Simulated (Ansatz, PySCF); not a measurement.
C4H4ClI, SMILES I/C=C(\C=C)Cl. Atoms are numbered in the order given.

```xyz
10

C     -1.9489     2.6775     0.0000
C     -1.2902     1.5128     0.0000
C      0.1565     1.3566     0.0000
Cl     1.1084     2.8172     0.0000
C      0.8450     0.2015     0.0000
I     -0.0007    -1.7006     0.0000
H     -1.4181     3.6325     0.0000
H     -3.0406     2.6980     0.0000
H     -1.8459     0.5704     0.0000
H      1.9354     0.1933     0.0000
```
Charge 0, spin multiplicity 1.

Geometry: PBE0-D3(BJ)/def2-SVP. The def2 effective core potentials stand for the cores of I; spin–orbit coupling is left out. Other conformers were not sampled.

Two levels are set side by side: PBE-D3(BJ)/def2-SVP (Ansatz, a quantum-chemistry and plane-wave program) and PBE0-D3(BJ)/def2-SVP (Ansatz). Each level has its own optimised geometry; the coordinates shown are those of the second. Frequencies come from the Hessian of PySCF at each geometry. Differences are taken from unrounded values.

```tsv
quantity	PBE0-D3(BJ)	PBE-D3(BJ)	PBE-D3(BJ) minus PBE0-D3(BJ)
mean bond length (Å)	1.370	1.381	0.010
bond C1–C2 (Å)	1.338	1.350	0.012
bond C2–C3 (Å)	1.455	1.456	0.001
bond C3–Cl4 (Å)	1.743	1.760	0.016
bond C3–C5 (Å)	1.345	1.358	0.014
bond C5–I6 (Å)	2.082	2.100	0.018
bond C1–H7 (Å)	1.093	1.101	0.008
bond C1–H8 (Å)	1.092	1.100	0.008
bond C2–H9 (Å)	1.094	1.103	0.009
bond C5–H10 (Å)	1.090	1.098	0.008
highest harmonic wavenumber (cm⁻¹)	3288	3195	-94
mean harmonic wavenumber (cm⁻¹)	1216	1172	-44
zero-point energy (kcal/mol)	41.74	40.21	-1.52
```

Exact exchange shortens and stiffens bonds; PBE has none. Differences between two approximate levels are no errors against the true value.
